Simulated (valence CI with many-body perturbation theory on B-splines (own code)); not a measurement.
## From CI to CI+MBPT in Hg64+

Calculated by configuration interaction combined with many-body perturbation theory (CI+MBPT): six valence electrons over a frozen Dirac-Fock core [Ne], radial functions for each j: 9 s, 9 p, 8 d, 6 f, 3 g, 1 h, with the one-electron correlation potential Σ1, the two-electron term Σ2, the three-electron term Σ3, Breit, model QED; selected CI, second order for the rest, scaled by the run's own slope (own B-spline code, finite nucleus).

No measured spectrum was set against this ion. As an estimate, large intervals hold to a few tenths of a per cent, small ones and those within an open d or f shell to about a per cent. Among the levels kept, up to 1100 cm⁻¹ of a level comes from second order outside the variational space, and about a tenth of that is noise between levels of different J, which matters for small intervals.

Each rung adds one term. CI alone is the Dirac-Coulomb CI over the frozen core; QED comes last and gives the full result, which names the levels. Energies are above (3s^2 3p1/2^2 3p3/2^2) J=2 on the same rung, in × 10³ cm⁻¹.

Levels are named by their leading jj configuration (3d3/2^4 stands for four electrons in 3d with j = 3/2), which in mixed levels can hold well under half, so a name can repeat and another be missing. Letters in brackets count levels of one name in rising energy.

```tsv
Level	CI alone	Σ1	Σ2	Σ3	Breit	QED	Full
(3s^2 3p1/2^2 3p3/2^2) J=0	172.17	+0.01	-0.25	-0.44	+5.41	-0.06	176.84
(3s^2 3p1/2^2 3p3/2 3d3/2) J=2	2118.8	-2.16	-3.29	-1.94	-6.10	-10.04	2095.3
(3s^2 3p1/2^2 3p3/2 3d3/2) J=1	2196.4	-2.15	-3.38	-2.18	-4.91	-10.14	2173.6
(3s^2 3p1/2^2 3p3/2 3d3/2) J=0	2191.2	-2.15	-2.83	-2.01	+1.02	-10.10	2175.2
(3s^2 3p1/2^2 3p3/2 3d3/2) J=3	2205.4	-2.14	-3.19	-2.33	-11.35	-10.00	2176.4
(3s^2 3p1/2^2 3p3/2 3d5/2) J=4	3109.2	-0.60	-2.84	-2.33	-34.43	-7.59	3061.4
(3s^2 3p1/2^2 3p3/2 3d5/2) J=2	3173.7	-0.61	-4.08	-2.59	-30.00	-7.80	3128.6
(3s^2 3p1/2^2 3p3/2 3d5/2) J=3	3341.9	-0.63	-5.92	-3.85	-32.29	-7.67	3291.6
(3s^2 3p1/2^2 3p3/2 3d5/2) J=1	3437.0	-0.60	-4.83	-4.24	-24.87	-7.70	3394.8
(3s^2 3p1/2 3p3/2^3) J=1	4133.0	+1.87	+2.11	-0.10	-44.61	+3.80	4096.1
(3s^2 3p1/2 3p3/2^3) J=2	4221.6	+1.85	+1.54	-0.37	-49.32	+3.74	4179.1
(3s^2 3p1/2^2 3d3/2^2) J=2	4328.4	-4.28	-6.15	-4.26	-12.28	-20.03	4281.4
(3s^2 3p1/2^2 3d3/2^2) J=0	4539.7	-4.26	-5.59	-4.86	-2.62	-20.12	4502.3
(3s^2 3p1/2^2 3d3/2 3d5/2) J=3	5360.3	-2.77	-7.26	-4.95	-37.78	-17.80	5289.7
(3s^2 3p1/2^2 3d3/2 3d5/2) J=2	5457.4	-2.76	-7.53	-5.15	-35.99	-17.80	5388.2
(3s^2 3p1/2^2 3d3/2 3d5/2) J=4	5511.0	-2.74	-7.21	-5.51	-47.05	-17.82	5430.6
(3s^2 3p1/2^2 3d3/2 3d5/2) J=1	5494.4	-2.75	-7.57	-5.18	-26.86	-17.85	5434.2
(3s 3p1/2^2 3p3/2^3) J=2	5828.5	-0.40	-0.67	+1.19	-13.92	-38.37	5776.3
(3s 3p1/2^2 3p3/2^3) J=1	6003.3	-0.36	-1.55	+0.43	-24.61	-26.23	5950.9
(3s^2 3p1/2 3p3/2^2 3d3/2) J=2 [a]	6168.3	-0.28	-1.03	-1.49	-56.03	-6.25	6103.2
(3s^2 3p1/2 3p3/2^2 3d3/2) J=0	6179.9	-0.28	-0.83	-1.56	-53.72	-6.32	6117.2
(3s^2 3p1/2 3p3/2^2 3d3/2) J=1 [a]	6195.9	-0.30	-1.81	-1.34	-46.97	-12.08	6133.4
(3s^2 3p1/2 3p3/2^2 3d3/2) J=3 [a]	6246.5	-0.27	-1.13	-1.86	-62.90	-6.13	6174.2
(3s^2 3p1/2 3p3/2^2 3d3/2) J=4	6321.1	-0.28	-1.08	-2.23	-69.35	-6.14	6242.0
(3s^2 3p1/2 3p3/2^2 3d3/2) J=2 [b]	6432.2	-0.26	-1.89	-2.36	-55.99	-6.61	6365.1
(3s^2 3p1/2^2 3d5/2^2) J=4	6473.6	-1.22	-8.39	-5.86	-65.31	-15.50	6377.3
(3s^2 3p1/2^2 3d5/2^2) J=2	6549.9	-1.21	-8.68	-5.96	-56.80	-15.43	6461.8
(3s^2 3p1/2 3p3/2^2 3d3/2) J=3 [b]	6562.1	-0.28	-4.57	-3.44	-60.03	-6.25	6487.5
(3s^2 3p1/2 3p3/2^2 3d3/2) J=2 [c]	6628.2	-0.29	-6.04	-3.37	-51.11	-9.89	6557.5
(3s^2 3p1/2 3p3/2^2 3d3/2) J=1 [b]	6681.3	-0.28	-6.46	-3.24	-47.40	-10.61	6613.4
(3s^2 3p1/2^2 3d5/2^2) J=0	6769.8	-1.19	-7.15	-6.33	-44.64	-15.53	6695.0
```

The middle columns are the shifts that each term adds.

(1) How does the ionisation energy move along the ladder, and which term matters most?

## Answers

(1) CI alone 7221.1, + Σ1 7222.0, + Σ2 7222.3, + Σ3 7221.5, + Breit 7214.7, + QED 7213.9 eV. The largest step is Breit, -6.7 eV. NIST lists 7211 ± 24 eV (theoretical).
